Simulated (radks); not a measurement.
Results of a calculation; reference values are marked as such.
Eu II, 62 electrons, occupied as [Xe] 4f7 6s1. Code: a radial shooting solver on a logarithmic mesh with Libxc functionals. Model: Dirac Kohn-Sham, LDA (Slater exchange, Perdew-Wang correlation), spin-unpolarised, spherical densities, finite nucleus; open shells fill j = l - 1/2 first; Fermi nuclear charge, rms radius 5.1115 fm.

Normalised radial functions P(r) = r R(r) (large component), r in bohr:

r,6s1/2
0.00126,0.0167
0.001467,0.0188
0.001721,0.0213
0.002004,0.0239
0.002333,0.0267
0.002716,0.0297
0.003162,0.0329
0.003681,0.0363
0.004285,0.0397
0.004989,0.0430
0.005808,0.0462
0.006815,0.0492
0.007934,0.0513
0.009237,0.0525
0.01075,0.0524
0.01252,0.0506
0.01457,0.0466
0.01697,0.0401
0.01975,0.0305
0.02299,0.0177
0.02698,0.0010
0.03141,-0.0175
0.03657,-0.0373
0.04257,-0.0566
0.04956,-0.0728
0.0577,-0.0825
0.06717,-0.0826
0.07819,-0.0700
0.09103,-0.0435
0.1068,-0.0025
0.1244,0.0435
0.1448,0.0871
0.1685,0.1162
0.1962,0.1193
0.2284,0.0894
0.2659,0.0281
0.3096,-0.0520
0.3604,-0.1280
0.4229,-0.1742
0.4923,-0.1643
0.5732,-0.0964
0.6673,0.0154
0.7768,0.1406
0.9043,0.2424
1.053,0.2881
1.226,0.2595
1.427,0.1567
1.674,-0.0117
1.949,-0.1973
2.269,-0.3728
2.642,-0.5076
3.075,-0.5812
3.58,-0.5862
4.168,-0.5285
4.852,-0.4260
5.649,-0.3046
6.629,-0.1856
7.717,-0.0997
8.984,-0.0454
10.46,-0.0172
12.18,-0.0053

6s1/2: eigenvalue -8.777 eV, 5 radial nodes at r = 0.0272, 0.108, 0.281, 0.655, 1.66 bohr, <r> = 3.81 bohr, 90 % of the charge inside 5.53 bohr.
